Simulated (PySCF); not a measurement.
# Excitation energy of Ga²⁺ by level of theory

Ga²⁺ [Ar] 3d10 4s1 (2S) → Ga²⁺ [Ar] 3d9 4s2 (2D), as a difference of total energies. Calculation: PySCF 2.14, in aug-cc-pwCVDZ-PP with ECP10MDF (6s5p4d1f, 48 functions); scalar relativity through the core potential. Correlated levels: valence and next inner shell: nothing frozen outside the core potential. The calculations carry no spin-orbit coupling.

```json
{"method": "UHF", "excitation energy (eV)": "15.774"}
{"method": "MP2 (valence and next inner shell)", "excitation energy (eV)": "16.837"}
{"method": "SCS-MP2 (valence and next inner shell)", "excitation energy (eV)": "16.526"}
{"method": "CCSD (valence and next inner shell)", "excitation energy (eV)": "16.163"}
{"method": "CCSD(T) (valence and next inner shell)", "excitation energy (eV)": "16.176"}
```

Problem. How much does correlation contribute at CCSD(T) (valence and next inner shell)?

Solution. 16.176 − (15.774) = 0.402 eV, measured against UHF.
